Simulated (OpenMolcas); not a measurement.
## Multiconfigurational calculation on Sr

Input:

```
&GATEWAY
Coord
1

Sr 0.0 0.0 0.0
Basis=ANO-RCC
Group=XYZ
NoMove
AngMom=0.0 0.0 0.0
AMFI
&SEWARD
* reference wave functions (RASSCF and RASSI steps not shown): 2 electrons in 9 orbitals (4d 5s 5p)
>>> COPY JOB001 $Project.JobIph
&CASPT2
Multistate=15 1 2 3 4 5 6 7 8 9 10 11 12 13 14 15
Frozen=8 6
IPEA=0.25
Imaginary=0.1
MaxIter=60
WThr=0.0 0.3 0.05
PrWF=0.5
NoMix
>>> COPY JOB002 $Project.JobIph
&CASPT2
Multistate=12 1 2 3 4 5 6 7 8 9 10 11 12
Frozen=8 6
IPEA=0.25
Imaginary=0.1
MaxIter=60
WThr=0.0 0.3 0.05
PrWF=0.5
NoMix
>>> COPY JOB003 $Project.JobIph
&CASPT2
Multistate=18 1 2 3 4 5 6 7 8 9 10 11 12 13 14 15 16 17 18
Frozen=8 6
IPEA=0.25
Imaginary=0.1
MaxIter=60
WThr=0.0 0.3 0.05
PrWF=0.5
NoMix
...
```

Output, cut to the results:

```
--- CASPT2 ---
Orbital specifications:
      -----------------------

      Symmetry species                           1   2
                                                ag  au
      Frozen orbitals                            8   6
      Inactive orbitals                          1   3
      Active orbitals                            6   3
      Secondary orbitals                        49  46
      Deleted orbitals                           0   0
      Number of basis functions                 64  58
Type of calculation                        MS-CASPT2
      Fock operator                              state-specific
      IPEA shift                                 0.25
      Real shift                                 0.00
      Imaginary shift                            0.10
      The input orbitals will be transformed to quasi-canonical
Reference energy:       -3176.9695688701
      E2 (Non-variational):      -0.2442767860
      Shift correction:          -0.0004334787
      E2 (Variational):          -0.2447102647
      Total energy:           -3177.2142791348
      Residual norm:              0.0000000632
      Reference weight:           0.93280
      Contributions to the CASPT2 correlation energy
      Active & Virtual Only:         -0.0051418832
      One Inactive Excited:          -0.0393872952
      Two Inactive Excited:          -0.1997476076
Reference energy:       -3176.9695688701
      E2 (Non-variational):      -0.2442776368
      Shift correction:          -0.0004335974
      E2 (Variational):          -0.2447112342
      Total energy:           -3177.2142801043
      Residual norm:              0.0000000655
      Reference weight:           0.93280
      Contributions to the CASPT2 correlation energy
      Active & Virtual Only:         -0.0051416761
      One Inactive Excited:          -0.0393880090
      Two Inactive Excited:          -0.1997479517
::    CASPT2 Root  1     Total energy:  -3177.21427913
::    CASPT2 Root  2     Total energy:  -3177.21428010
::    CASPT2 Root  3     Total energy:  -3177.21427901
::    CASPT2 Root  4     Total energy:  -3177.21427905
::    CASPT2 Root  5     Total energy:  -3177.21427905
::    CASPT2 Root  6     Total energy:  -3177.13775704
::    CASPT2 Root  7     Total energy:  -3177.13775704
::    CASPT2 Root  8     Total energy:  -3177.13775705
::    CASPT2 Root  9     Total energy:  -3177.12284849
::    CASPT2 Root 10     Total energy:  -3177.12279470
::    CASPT2 Root 11     Total energy:  -3177.12308919
::    CASPT2 Root 12     Total energy:  -3177.12257300
::    CASPT2 Root 13     Total energy:  -3177.12292464
::    CASPT2 Root 14     Total energy:  -3177.12397026
::    CASPT2 Root 15     Total energy:  -3177.12330978
::    MS-CASPT2 Root  1     Total energy:  -3177.21428011
::    MS-CASPT2 Root  2     Total energy:  -3177.21427917
::    MS-CASPT2 Root  3     Total energy:  -3177.21427906
::    MS-CASPT2 Root  4     Total energy:  -3177.21427905
::    MS-CASPT2 Root  5     Total energy:  -3177.21427900
::    MS-CASPT2 Root  6     Total energy:  -3177.13775876
::    MS-CASPT2 Root  7     Total energy:  -3177.13775807
::    MS-CASPT2 Root  8     Total energy:  -3177.13775728
::    MS-CASPT2 Root  9     Total energy:  -3177.12407877
::    MS-CASPT2 Root 10     Total energy:  -3177.12353697
::    MS-CASPT2 Root 11     Total energy:  -3177.12309259
::    MS-CASPT2 Root 12     Total energy:  -3177.12299549
::    MS-CASPT2 Root 13     Total energy:  -3177.12295118
::    MS-CASPT2 Root 14     Total energy:  -3177.12257075
::    MS-CASPT2 Root 15     Total energy:  -3177.12228129
--- CASPT2 ---
Orbital specifications:
      -----------------------

      Symmetry species                           1   2
                                                ag  au
      Frozen orbitals                            8   6
      Inactive orbitals                          1   3
      Active orbitals                            6   3
      Secondary orbitals                        49  46
      Deleted orbitals                           0   0
      Number of basis functions                 64  58
Type of calculation                        MS-CASPT2
      Fock operator                              state-specific
      IPEA shift                                 0.25
      Real shift                                 0.00
      Imaginary shift                            0.10
      The input orbitals will be transformed to quasi-canonical
Reference energy:       -3177.0631632319
      E2 (Non-variational):      -0.2348628986
      Shift correction:          -0.0002615110
      E2 (Variational):          -0.2351244097
      Total energy:           -3177.2982876415
      Residual norm:              0.0000000420
      Reference weight:           0.94037
      Contributions to the CASPT2 correlation energy
      Active & Virtual Only:         -0.0022554783
      One Inactive Excited:          -0.0275370570
      Two Inactive Excited:          -0.2050703633
Reference energy:       -3176.9657418418
      E2 (Non-variational):      -0.2376240513
      Shift correction:          -0.0006230536
      E2 (Variational):          -0.2382471050
      Total energy:           -3177.2039889467
      Residual norm:              0.0000001423
      Reference weight:           0.93219
      Contributions to the CASPT2 correlation energy
      Active & Virtual Only:         -0.0065568954
      One Inactive Excited:          -0.0294465833
      Two Inactive Excited:          -0.2016205726
::    CASPT2 Root  1     Total energy:  -3177.29828764
::    CASPT2 Root  2     Total energy:  -3177.20398895
::    CASPT2 Root  3     Total energy:  -3177.20410287
::    CASPT2 Root  4     Total energy:  -3177.20399205
::    CASPT2 Root  5     Total energy:  -3177.20407890
::    CASPT2 Root  6     Total energy:  -3177.20408549
::    CASPT2 Root  7     Total energy:  -3177.13288889
::    CASPT2 Root  8     Total energy:  -3177.13295076
::    CASPT2 Root  9     Total energy:  -3177.13295197
...
```

Levels above the lowest, from the spin-orbit matrix with the single-state CASPT2 energies, averaged by term, on its diagonal:

```
Configuration  Term  J  E (cm-1)  Measured (cm-1)  Term weight %
          5s2    1S  0       0.0              0.0            100
        5s 5p   3P*  0     14080            14318            100
        5s 5p   3P*  1     14180            14504            100
        5s 5p   3P*  2     14370            14899            100
        4d 5s    3D  1     18340            18159            100
        4d 5s    3D  2     18400            18219            100
        4d 5s    3D  3     18500            18319            100
        4d 5s    1D  2     20680            20150            100
        5s 5p   1P*  1     21300            21698            100
        4d 5p   3F*  2     32610            33267             99
        4d 5p   3F*  3     32820            33590            100
        4d 5p   3F*  4     33080            33919            100
        4d 5p   1D*  2     33700            33827             98
          5p2    3P  0     34920            35193             96
          5p2    3P  1     35110            35400            100
          5p2    3P  2     35330            35675             98
        4d 5p   3D*  1     36130            36264            100
        4d 5p   3D*  2     36240            36382             99
          4d2    1D  2     36310                              97
        4d 5p   3D*  3     36400            36560             99
          5p2    1S  0     36670                              96
        4d 5p   3P*  0     36760            37292            100
        4d 5p   3P*  1     36790            37303            100
        4d 5p   3P*  2     36840            37337             99
```

Against the 21 measured excited levels shown (NIST Handbook of Basic Atomic Spectroscopic Data) the mean absolute deviation is 370 cm-1; the largest miss in energy is 4d 5p 3F* 4: computed 33080, measured 33919 cm-1 (-2.5 %), and the largest in proportion 5s 5p 3P* 2 (-3.5 %).

CASPT2 breaks the degeneracy within a term, and the mean is taken; among the terms shown or strongly mixed into the levels shown the widest spread is 200 cm-1 (4d 5p 3F*). Over all roots computed the reference weight is 0.89 to 0.94; the roots of lowest weight are the least certain, and an intruder state may touch them. Some high roots are left out of the spin-orbit mixing, which shifts the levels that they would mix with. A single d shell beside an s shell can misplace configurations of different d count against each other. Computed and measured levels are paired by configuration, term and J; levels that our copy of the source lacks, or whose pairing is in doubt (as where it misses far off the trend of its configuration), stay unpaired and out of the deviations. Only configurations of the active space appear. The first state left out of the spin-orbit step lies near 47000 cm-1 above the lowest spin-free state of the reference (among the parities and spins computed), and the list stops at four fifths of that energy or lower.

The term weight is that of the spin-free term in the level, not the purity of its configuration. * marks odd parity.
